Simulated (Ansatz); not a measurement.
Cost and result for the atomization energy of BrCl3Sn, SMILES `[Cl][Sn]([Cl])([Cl])[Br]` (5 atoms, 4 bonds).

The species carries charge 0 and has multiplicity 1. Correlated methods include outer-core shells of Br, Sn, which these sets cover unevenly. Scalar relativity is left out up to krypton. Sn takes the def2 core potential. The structure was optimised at the PBE0-D4/def2-TZVP level. Program: Ansatz. All runs use 4 threads of an Arm Neoverse V2 on a shared host. Times are those of one run each, without the atoms' runs, and a repeat can differ threefold. Electronic energies, without spin–orbit coupling; frozen cores. CCSD(T)/CBS adds CCSD(T) − MP2 in def2-TZVPP to the MP2 limit, and its time is that of the two runs behind it. T1 = 0.010. With those shells the extrapolation isn't a true limit. HSE06 is the plane-wave form, built on full-range PBE exchange.

CCSD(T)/CBS is a level of theory with its own doubt, some kJ/mol a heavy atom from the limit and from the frozen cores, so smaller differences don't rank the functionals.

```tsv
level	functions	wall time	atomization (kJ/mol)	difference from CCSD(T)/CBS	per bond
revPBE-D4/def2-TZVPP	224	1.7 s	1257.4	-50.0	-12.5
BLYP-D4/def2-TZVPP	224	1.8 s	1231.9	-75.5	-18.9
CCSD(T)/def2-SVP	112	3.1 s	1129.2	-178.2	-44.6
HSE06-D4/def2-TZVPP	224	4 s	1285.2	-22.2	-5.6
CAM-B3LYP-D4/def2-TZVPP	224	4.1 s	1234.9	-72.5	-18.1
RPA@PBE/def2-TZVPP	224	4.6 s	1083.7	-223.7	-55.9
r2SCAN-D4/def2-TZVPP (with forces)	224	4.7 s	1299.6	-7.8	-2.0
B2PLYP/def2-TZVPP	224	6 s	1225.6	-81.8	-20.5
r2SCANh-D4/def2-TZVPP	224	6.5 s	1284.3	-23.1	-5.8
ωB97M-V/def2-TZVPP (with forces)	224	12 s	1276.7	-30.7	-7.7
MP2/def2-QZVPP	381	15 s	1340.1	32.7	8.2
CCSD(T)/def2-TZVPP	224	55 s	1224.2	-83.2	-20.8
CCSD(T)/CBS(def2)	–	69 s	1307.4	0.0	0.0
```

The D4 term adds +41.6 kJ/mol with B3LYP and +22.2 kJ/mol with PBE0; it sums over pairs of atoms, weighted by their polarisabilities, and B3LYP, whose exchange is more repulsive, gets the larger term. From PBE to PBE0 (25 % exact exchange), in def2-TZVPP and without D4, the atomization energy moves by −22.3 kJ/mol: exact exchange takes away binding that semilocal exchange gives to molecules. At CCSD(T), def2-SVP lies −178.2 kJ/mol from the extrapolated value and def2-TZVPP −83.3 kJ/mol: correlation converges slowly with the basis, and small sets miss more of it in the bonded molecule than in its fragments.

B3LYP here is the variant with VWN-RPA as its local correlation; programs differ in this.

Spin–orbit coupling would lower the free Sn atoms strongly, and the atomization energy with them, by more than many differences here. For some Ge, Se and Sn compounds the MP2-based and the directly extrapolated limit differ by 10 to 25 kJ/mol.
